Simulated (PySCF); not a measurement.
Compound: C4H10AlN.
SMILES with atom numbers: `[AlH2:1][N:2]1[CH2:3][CH2:4][CH2:5][CH2:6]1` (hydrogens: H7, H8 on Al1; H9, H10 on C3; H11, H12 on C4; H13, H14 on C5; H15, H16 on C6)

Method: PBE0-D3(BJ)/def2-SVP geometry optimisation, gas phase in PySCF; density fitting, grid level 1; the optimiser is geomeTRIC in internal coordinates, started from a GFN2-xTB structure.

Step 0: E = -12381.7784 eV
```
atom  x, y, z in Å  |  force x, y, z in eV/Å
Al1     2.3392    0.3744    0.8906   -0.392  -0.036  -0.319
N2      0.8217    0.1913   -0.0389   -0.754  -0.103  -0.431
C3     -0.2318    1.1793   -0.2487    0.415  -0.555   0.397
C4     -1.5370    0.4391    0.0860    0.400  -0.138  -0.163
C5     -1.2006   -1.0436   -0.1613    0.301   0.337  -0.093
C6      0.2626   -1.0197   -0.6310    0.171   0.520   0.592
H7      2.3731    0.1197    2.4129   -0.004  -0.127   0.743
H8      3.6540    0.7918    0.1969    0.627   0.198  -0.328
H9     -0.2500    1.4994   -1.2991   -0.012   0.225  -0.320
H10    -0.0614    2.0568    0.3792   -0.089   0.404   0.100
H11    -2.3591    0.7844   -0.5391   -0.342   0.155  -0.155
H12    -1.8059    0.6003    1.1289   -0.145   0.086   0.330
H13    -1.2896   -1.6136    0.7624   -0.067  -0.232   0.276
H14    -1.8502   -1.4951   -0.9095   -0.260  -0.227  -0.214
H15     0.2962   -0.9589   -1.7271    0.057  -0.093  -0.373
H16     0.8313   -1.8966   -0.3134    0.095  -0.412  -0.042
```

**Question.** Estimate the geometry and energy of step 1. (The exact step hangs on the optimiser's Hessian estimate; all steps are aligned on step 0, rigid shifts and turns removed.)

**Answer.** E = -12381.8501 eV, largest force 0.194 eV/Å
```
atom  x, y, z in Å  |  force x, y, z in eV/Å
Al1     2.3571    0.3841    0.8619    0.089   0.001   0.096
N2      0.8082    0.1855   -0.0384    0.089   0.017   0.061
C3     -0.2264    1.1785   -0.2271   -0.021   0.130  -0.097
C4     -1.5430    0.4399    0.0748   -0.067   0.031   0.041
C5     -1.2078   -1.0433   -0.1720   -0.041  -0.072   0.023
C6      0.2667   -1.0266   -0.6110    0.036  -0.091  -0.134
H7      2.3922    0.1173    2.4467    0.015   0.033  -0.171
H8      3.7253    0.8251    0.1431   -0.177  -0.052   0.059
H9     -0.2427    1.5475   -1.2778    0.003  -0.014   0.066
H10    -0.0831    2.0680    0.4129    0.010  -0.049  -0.003
H11    -2.3699    0.7998   -0.5578    0.039  -0.001   0.016
H12    -1.8414    0.6018    1.1223    0.010  -0.007  -0.033
H13    -1.3222   -1.6266    0.7549    0.001   0.023  -0.028
H14    -1.8581   -1.5070   -0.9307    0.032   0.014   0.020
H15     0.3212   -1.0049   -1.7233    0.000  -0.010   0.069
H16     0.8162   -1.9300   -0.2898   -0.017   0.047   0.015
```

The energy changes by -0.0717 eV. The first-order estimate −F·Δx gives -0.1790 eV and the mean of the old and new forces, exact on a quadratic surface, -0.0735 eV. The step makes an angle of 61° with the force vector and moves no atom by more than 0.095 Å.

The cost below is that of the whole optimisation. Time: 1.7 min; peak memory 0.61 GiB. Hardware: one thread, Intel Xeon Platinum 8375C at 2.90 GHz (x86_64), shared host with 96 logical CPUs at a one-minute load of 10.
